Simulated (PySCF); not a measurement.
C₃H₄Cl₂OSi, SMILES C#C[Si](Cl)(Cl)OC.

The structure is a stationary point at PBE-D3(BJ)/def2-SVP. The values are those of a single conformer.

The numbers are results of PySCF 2.14.0 with PBE-D3(BJ)/def2-SVP, not measurements.

Frequencies are harmonic and unscaled.

Problem. Give all harmonic wavenumbers and intensities. (The exact figures need the calculation; the answer reports its results.)

Solution. 
| mode | ν (cm⁻¹) | IR (km/mol) | moving atoms (share of kinetic energy) |
|---|---|---|---|
| 1 | 54 | 2.0 | C 58 %, H 25 %, Cl 12 % |
| 2 | 100 | 0.3 | C 41 %, Cl 32 %, H 24 % |
| 3 | 107 | 0.6 | H 53 %, C 20 %, Cl 20 % |
| 4 | 109 | 0.4 | H 51 %, C 28 %, Cl 14 % |
| 5 | 145 | 3.1 | C 29 %, Cl 29 %, O 19 %, H 14 %, Si 9 % |
| 6 | 169 | 0.5 | Cl 64 %, C 14 %, Si 12 % |
| 7 | 257 | 24.8 | C 37 %, O 27 %, Cl 19 %, Si 12 % |
| 8 | 269 | 4.8 | O 41 %, C 35 %, Cl 10 %, H 10 % |
| 9 | 342 | 20.2 | C 63 %, Cl 21 % |
| 10 | 358 | 12.3 | C 49 %, Cl 29 %, O 13 % |
| 11 | 465 | 32.4 | Cl 40 %, C 26 %, O 18 %, Si 13 % |
| 12 | 618 | 205.1 | Si 68 %, Cl 26 % |
| 13 | 675 | 177.3 | Si 60 %, C 31 % |
| 14 | 702 | 35.3 | H 76 %, C 23 % |
| 15 | 711 | 32.1 | H 76 %, C 24 % |
| 16 | 798 | 105.9 | Si 47 %, O 27 %, C 19 % |
| 17 | 1111 | 220.8 | O 40 %, C 33 %, H 24 % |
| 18 | 1135 | 0.1 | H 77 %, C 19 % |
| 19 | 1166 | 100.3 | H 52 %, O 24 %, C 22 % |
| 20 | 1419 | 3.0 | H 90 % |
| 21 | 1422 | 4.6 | H 94 % |
| 22 | 1424 | 8.2 | H 97 % |
| 23 | 2091 | 52.5 | C 90 %, H 9 % |
| 24 | 2939 | 55.9 | H 97 % |
| 25 | 3020 | 22.4 | H 90 %, C 10 % |
| 26 | 3065 | 17.2 | H 91 %, C 9 % |
| 27 | 3389 | 54.3 | H 86 %, C 14 % |
